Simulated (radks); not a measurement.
Results of a calculation; reference values are marked as such.
Question: Spherical quantum dot in the effective-mass picture: electrons in a parabolic well V = omega^2 r^2 / 2 with omega = 2.33, all in effective atomic units (hartree* = m*/eps^2 hartree, bohr* = eps/m* bohr), one dielectric constant everywhere. Level of theory: non-relativistic Kohn-Sham, LDA (Slater exchange, Perdew-Wang correlation), spin-polarised, spherical densities (a radial shooting solver with Libxc functionals). Levels are named by radial order and angular momentum (1s, 1p, 1d, 2s, ...), and open shells are averaged over m. At N = 15 the configuration is 1s2 1p6 1d(up 5, down 2). Does electron 16 go into 2s up or 2s down or 1d down?

Answer: Into 1d down. The total energies of the other choices lie higher by 0.128 hartree* (2s up), 0.186 hartree* (2s down).
